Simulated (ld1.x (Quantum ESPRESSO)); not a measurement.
## What the settings do to the TM semilocal potential of sulfur (S)

Base potential:

ld1.x (Quantum ESPRESSO) 7.5 input, shortened:

```
&input
   title='S', zed=16., rel=1, dft='PZ', iswitch=3,
   config='[Ne] 3s2 3p4'
 /
 &inputp
   pseudotype=1, tm=.true., lloc=0,
   nlcc=.true., rcore=0.65
 /
2
3P  2  1   4.00   0.00  1.75  1.75  0.0
3S  1  0   2.00   0.00  1.35  1.35  0.0
 &test
   configts(1)='3s2 3p4'
 /
```

All-electron outer shells of the reference configuration (LDA (PZ), scalar-relativistic, ld1.x):

```
shell  level (eV)  outermost node (bohr)  outermost maximum (bohr)
   2s     -210.79                   0.13                      0.39
   2p     -156.52                      –                      0.33
   3s      -17.28                   0.60                      1.40
   3p       -7.11                   0.58                      1.59
```

Cutoffs, loose and tight: the cutoffs (Ry, on a coarse ladder) from which the occupation-weighted sum of valence levels, in a spherical-Bessel basis at the reference potential, stays within 10 and 1 mRy of its value at 400 Ry. They do not see the model core or the augmentation charge, which bear on the density cutoff. Test errors are all-electron minus pseudo excitation energies from the reference, over the configurations 3s2 3p3; 3s2 3p2; 3s2 3p1; 3s1 3p5; 3s2 3p0; 3s1 3p4; 3s2 3p3.5 (two spin-polarised tests are not counted in the largest error). A dash means not determined; rows that change the core or the reference have their own tests.

In the semilocal form every listed channel keeps its own potential, so the choice of the local channel does not act on these tests. It acts once the file is put into the separable form.

A semilocal file is local in each channel, so a ghost entry of none says nothing of the separable form that plane-wave codes build from it.

```csv
change,outcome,"cutoff, loose","cutoff, tight",bound ghosts,largest test error (meV)
base,generated,40 Ry,60 Ry,none,+192
wave 3s (bound): rc 1.35 bohr becomes 3s (bound): rc 1.02 bohr,generated,80 Ry,230 Ry,none,+273
core correction a·sin(br)/r model core inside 0.90 bohr,generated,40 Ry,60 Ry,none,+198
wave 3p (bound): rc 1.75 bohr becomes 3p (bound): rc 1.76 bohr,generated,40 Ry,60 Ry,none,+187
"type PAW, which also changes the form from semilocal to separable; waves now 3s (bound): rcut 1.15, rcutus 1.35 bohr; 3s channel at 0.8 Ry: rcut 1.15, rcutus 1.35 bohr; 3p (bound): rcut 1.50, rcutus 1.75 bohr; 3p channel at 3.4 Ry: rcut 1.50, rcutus 1.75 bohr; local potential all-electron potential smoothed inside 1.35 bohr (lloc = -1); augmentation PSQ, inside the norm-conserving radii",generated,21 Ry,35 Ry,none,-120
functional BLYP,generated,40 Ry,60 Ry,none,+176
reference 3s2 3p2.5,generated,40 Ry,60 Ry,none,+32
"all radii but the core radius scaled by about 1.13 (s 1.52, p 1.98 bohr)",generated,35 Ry,55 Ry,none,+175
"all radii but the core radius scaled by about 0.87 (s 1.18, p 1.52 bohr)",generated,50 Ry,100 Ry,none,+216
reference 3s1.75 3p4.25,generated,35 Ry,60 Ry,none,+191
```
